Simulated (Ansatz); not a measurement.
Cost and result for the atomization energy of `CC1=C[SiH2][SiH2]1` (13 atoms, 13 bonds).

```xyz
13

C     1.2327    1.3625   -0.8342
C     0.3224    0.3328   -0.2588
C    -0.1536   -0.7544   -0.9070
Si   -1.2358   -1.6625    0.3228
Si   -0.4367    0.1948    1.4674
H     0.7724    2.3545   -0.7879
H     2.1594    1.4259   -0.2551
H     1.4885    1.1473   -1.8749
H     0.1031   -0.9706   -1.9452
H    -0.7749   -3.0283    0.6986
H    -2.6783   -1.7558   -0.0370
H    -1.3508    1.3127    1.8382
H     0.5517    0.0412    2.5730
```

Charge 0, multiplicity 1. The structure was optimised at the PBE0-D4/def2-TZVP level. Program: Ansatz. All runs use 4 threads of an Arm Neoverse V1 on a shared host. Times are those of one run each, without the atoms' runs, and a repeat can differ threefold. Electronic energies, without spin–orbit coupling; frozen cores. CCSD(T)/CBS adds CCSD(T) − MP2 in def2-TZVPP to the MP2 limit, and its time is that of the two runs behind it. T1 = 0.012. B3LYP takes the VWN-RPA correlation (the form of Gaussian; ORCA's B3LYP/G).

CCSD(T)/CBS is a level of theory with its own doubt, some kJ/mol a heavy atom from the limit and from the frozen cores, so smaller differences don't rank the functionals.

```
                             level  functions  wall time  atomization (kcal/mol)  difference from CCSD(T)/CBS  per bond
   PBE-D4/def2-TZVPP (with forces)        289      3.5 s                  1163.3                         16.2       1.2
                PBE0-D4/def2-TZVPP        289      4.3 s                  1152.4                          5.3       0.4
r2SCAN-D4/def2-TZVPP (with forces)        289        7 s                  1151.0                          3.9       0.3
 B3LYP-D4/def2-TZVPP (with forces)        289        7 s                  1147.1                          0.0       0.0
                 B2PLYP/def2-TZVPP        289        8 s                  1133.7                        -13.4      -1.0
                ωB97X-V/def2-TZVPP        289       11 s                  1153.2                          6.1       0.5
  ωB97M-V/def2-TZVPP (with forces)        289       17 s                  1149.8                          2.7       0.2
                    MP2/def2-QZVPP        551       36 s                  1145.1                         -2.0      -0.2
                CCSD(T)/def2-TZVPP        289    3.7 min                  1119.5                        -27.6      -2.1
                 CCSD(T)/CBS(def2)          –    4.3 min                  1147.1                          0.0       0.0
```

From PBE to PBE0 (25 % exact exchange), in def2-TZVPP and without D4, the atomization energy moves by −9.8 kcal/mol: exact exchange takes away binding that semilocal exchange gives to molecules. The D4 term adds +12.3 kcal/mol with B3LYP and +6.5 kcal/mol with PBE0; it sums over pairs of atoms, weighted by their polarisabilities, and B3LYP, whose exchange is more repulsive, gets the larger term. In def2-TZVPP, CCSD(T) changes the Hartree–Fock value by +256.3 kcal/mol (the triples alone add +15.7 kcal/mol) and MP2 by +265.6 kcal/mol; breaking electron pairs costs correlation energy, which Hartree–Fock lacks.
